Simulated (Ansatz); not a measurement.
`C[Se][SiH2]N` + `[NH2][GeH2][Cl]` → `C[Se][GeH2][Cl]` + `N[SiH2]N`  (redistribution)

Computed with Ansatz on PBE0-D4/def2-TZVP structures; ΔE is electronic, products minus reactants. CBS: MP2 limit from def2 TZ/QZ plus the TZ coupled-cluster correction, frozen cores. This one scheme is used for every species. Functionals use def2-TZVPP. HSE06 is defined as in plane-wave codes. For Ge, Se outer-core shells are correlated without core-valence functions, which leaves a few kJ/mol of doubt a bond. Scalar relativity is left out up to krypton. One conformer a species, not always the lowest.

`C[Se][SiH2]N`:

```xyz
11

C    -1.264    0.896   -1.160
Se   -1.462   -0.916   -0.447
Si    0.216   -0.784    1.083
N     1.782   -0.483    0.459
H    -0.247    1.046   -1.519
H    -1.959    0.986   -1.993
H    -1.512    1.630   -0.396
H     0.147   -2.101    1.762
H    -0.041    0.335    2.026
H     2.186   -1.060   -0.260
H     2.153    0.451    0.445
```

`[NH2][GeH2][Cl]`:

```xyz
7

N     0.792    0.366   -0.819
Ge   -0.149   -0.263    0.603
Cl   -2.301   -0.165    0.300
H     0.657    1.347   -1.019
H     0.681   -0.163   -1.672
H     0.142    0.624    1.815
H     0.179   -1.746    0.790
```

`C[Se][GeH2][Cl]`:

Z-matrix (Å, degrees):
```
C
Se 1 1.957
H 1 1.088 2 109.8
H 1 1.088 2 110.5 3 -122.7
H 1 1.089 2 106.1 3 118.5
Ge 2 2.325 1 96.2 3 60.4
Cl 6 2.165 2 110.0 1 -62.6
H 6 1.532 2 109.0 1 179.4
H 6 1.535 2 111.6 1 53.2
```

`N[SiH2]N`:

Cartesian coordinates in Å:
```
N -0.831 -1.199 0.005
Si 0.470 -0.118 0.263
N 0.067 1.392 -0.434
H -1.760 -0.997 0.337
H -0.665 -2.188 -0.076
H 1.642 -0.841 -0.311
H 0.795 0.228 1.678
H 0.437 2.246 -0.052
H -0.156 1.479 -1.411
```

| level | ΔE (kJ/mol) | difference from CCSD(T)/CBS |
| --- | --- | --- |
| r2SCAN-D4 | -39.3 | 0.4 |
| B97M-V | -41.4 | -1.7 |
| r2SCANh-D4 | -40.0 | -0.3 |
| BHLYP-D4 | -45.2 | -5.5 |
| B2PLYP | -40.9 | -1.2 |
| HSE06 | -38.1 | 1.6 |
| MP2/def2-SVP | -30.3 | 9.4 |
| MP2/def2-TZVPP | -39.1 | 0.6 |
| CCSD/def2-TZVPP | -39.7 | 0.0 |
| CCSD/CBS(def2) | -40.9 | -1.2 |
| CCSD(T)/CBS | -39.7 | 0 |

(1) What do rigid-rotor, harmonic-oscillator terms from PBE0-D4/def2-TZVP frequencies (298.15 K, 1 bar) make of the CCSD(T)/CBS value? (Best estimate.)

Largest T1 diagnostic among the species: 0.010.

Results:

(1) Ansatz gave: ΔZPE = 0.0 kJ/mol, ΔH = -39.6 kJ/mol, ΔS = -11 J/(mol·K), ΔG = -36.5 kJ/mol. Modes under 50 cm⁻¹ make the entropy rough.

Leaving LDA and LC-ωPBE aside and taking each functional with its dispersion term where it has one, the values, not all of them listed here, spread over 9.9 kJ/mol, from BHLYP-D4 to revPBE-D4. In def2-TZVPP, CCSD(T) changes the Hartree–Fock value by +5.3 kJ/mol (the triples alone add +1.2 kJ/mol) and MP2 by +4.6 kJ/mol. From BLYP to BHLYP (50 % exact exchange), in def2-TZVPP and without D4, ΔE moves by −3.9 kJ/mol.

CCSD(T)/CBS has its own doubt, a few kJ/mol and more with outer-core shells, so smaller differences from it don't rank the levels.
